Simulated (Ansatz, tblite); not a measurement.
Forces on Si4Au3⁻ at its r2SCAN-D4/def2-SVPD geometry. The state is a singlet with charge -1.

In the def2 sets Au takes a core potential; there is no spin–orbit coupling. The xTB rows come from tblite. Another isomer (singlet) lies 0.38 eV lower at PBE0-D4/def2-TZVPD; other spin states weren't run for this one.

GFN1-xTB (tblite), largest force 1.47 eV/Å:

```xyz
7
positions Å, forces eV/Å
Au   -1.090   -1.497   -1.679    0.065   -0.245   -0.283
Au   -0.361   -1.400    1.540   -0.036   -0.140    0.153
Au    1.105    1.558    1.613   -0.045    0.320    0.204
Si   -0.265    1.810   -0.376   -0.075   -1.464   -0.152
Si    1.607   -0.489    0.504   -0.291    0.201   -1.148
Si   -1.750   -0.064    0.105    0.606    1.019   -0.197
Si    0.753    0.083   -1.707   -0.224    0.309    1.424
```

GFN2-xTB (tblite), largest force 0.97 eV/Å:

```
Au -0.069 -0.066 -0.767
Au -0.079 -0.308 0.339
Au 0.242 0.735 0.034
Si -0.440 -0.847 -0.143
Si 0.108 -0.286 -0.591
Si -0.019 0.630 0.209
Si 0.257 0.143 0.920
```

PBE-D4/def2-TZVPD (Ansatz), largest force 0.14 eV/Å:

```
Au 0.042 0.073 0.046
Au 0.007 0.026 -0.029
Au -0.034 -0.043 -0.078
Si 0.080 -0.057 0.047
Si -0.118 0.069 0.013
Si 0.124 -0.048 -0.039
Si -0.101 -0.020 0.039
```
